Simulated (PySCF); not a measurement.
Identify the compound

Molecular formula: C7H7N3. Simulated spectra:

1H NMR (600 MHz, computed): δ 8.26 (m, 1H), 7.92 (d, 1H), 7.40 (m, 1H), 7.00 (d, 1H), 3.08 (s, 3H).

13C{1H} NMR (computed): δ 141.0 (C), 140.9 (C), 129.5 (CH), 129.3 (CH), 121.0 (CH), 117.6 (CH), 20.9 (CH3).

- shielding tensors at PBE0/pcSseg-1 (GIAO)
- coordinates at the GFN2-xTB level
- program: PySCF 2.14
- one computed conformer, no solvent, equivalent nuclei averaged, non-relativistic

δ = σ(ref) − σ, references computed at the same level: TMS for 1H and 13C.

Q: Deduce the structure.

A: 
- Rings plus π bonds: 6 (2 rings in the answer).
- 7 carbon signals for 7 carbons: no two carbons are equivalent.
- Carbon types of the structure: 2 × C, 4 × CH, 1 × CH3, which accounts for all hydrogens.
- δC 141.0: substituted aromatic carbon next to a ring nitrogen.
- δC 140.9: ring-fusion aromatic carbon.
- δC 129.5: aromatic CH next to a ring nitrogen.
- δC 129.3, 121.0, 117.6: aromatic CH.
- δC 20.9: methyl carbon on an aromatic ring; saturated and bonded to C and H only.
- δH 8.26: hydrogen on an aromatic CH next to a ring nitrogen; ring current plus the neighbouring ring nitrogen.
- δH 3.08: hydrogen on a methyl carbon on an aromatic ring; benzylic-type position, deshielded by the ring.

Structure: `Cc1cccc2cnnn12`.

This is the structure that produced the data.

Shifts are as computed. Against solution values, carbons near 30 ppm lie about +3 ppm off and those near 130 ppm about +5 ppm. Of 1211 compounds with measured shifts, 218 miss one by over three times the rms of a fit or turn the order of signals round; such compounds aren't used in these exercises. Multiplicities follow the n + 1 count of equivalent neighbours, as no J values were calculated; m marks all less simple cases, F and P coupling included.
